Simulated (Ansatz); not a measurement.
Reactions of `[SiH3]C1=CC1`.

Isolated molecules relaxed with PBE0-D4/def2-TZVP in Ansatz; ΔE leaves out vibrations. CCSD(T)/CBS adds triple-zeta CCSD(T) − MP2 to the extrapolated MP2 energy (def2 sets, frozen cores). This one scheme is used for every species. DFT in def2-TZVPP. def2 core potentials past Kr. For Mg, Te outer-core shells are correlated without core-valence functions, which leaves a few kJ/mol of doubt a bond. Each species was taken in one conformer, which may not be the lowest.

```tsv
reaction	CCSD(T)/CBS(def2) (kJ/mol)
`[SiH3]C1=CC1` + `[OH][Mg][O][SiH3]` → `[SiH3][O][Mg][O][SiH3]` + `C1=CC1`	-99
`[SiH3]C1=CC1` + `OB(O)[SiH3]` → `OB([SiH3])O[SiH3]` + `C1=CC1`	-74
`[SiH3]C1=CC1` + `CCB(O)O` → `CCB(O)O[SiH3]` + `C1=CC1`	?
`[SiH3]C1=CC1` + `CO[CH2][AlH][OH]` → `CO[CH2][AlH][SiH3]` + `OC1=CC1`	231
`[SiH3]C1=CC1` + `C=C[SiH2]N` → `N[SiH2][SiH3]` + `C=CC1=CC1`	29
`[SiH3]C1=CC1` + `CSC(C)C` → `CC(C)S[SiH3]` + `CC1=CC1`	?
`[SiH3]C1=CC1` + H₂ → `C1=CC1` + SiH₄	5
`[SiH3]C1=CC1` + `[CH3][AlH][TeH]` → `[SiH3][CH2][AlH][TeH]` + `C1=CC1`	?
`[SiH3]C1=CC1` + `C=CN([SiH2]Cl)[SiH2]Cl` → `[SiH3]N([SiH2]Cl)[SiH2]Cl` + `C=CC1=CC1`	-79
`[SiH3]C1=CC1` + H₂O → `O[SiH3]` + `C1=CC1`	-56
```

Problem. Fill in the missing values. (Estimate.)

Solution. Ansatz gave: `[SiH3]C1=CC1` + `CCB(O)O` → `CCB(O)O[SiH3]` + `C1=CC1`: -62.3 kJ/mol; `[SiH3]C1=CC1` + `CSC(C)C` → `CC(C)S[SiH3]` + `CC1=CC1`: -59.2 kJ/mol; `[SiH3]C1=CC1` + `[CH3][AlH][TeH]` → `[SiH3][CH2][AlH][TeH]` + `C1=CC1`: +13.3 kJ/mol.

Largest T1 diagnostic: 0.014, for `OB([SiH3])O[SiH3]`.
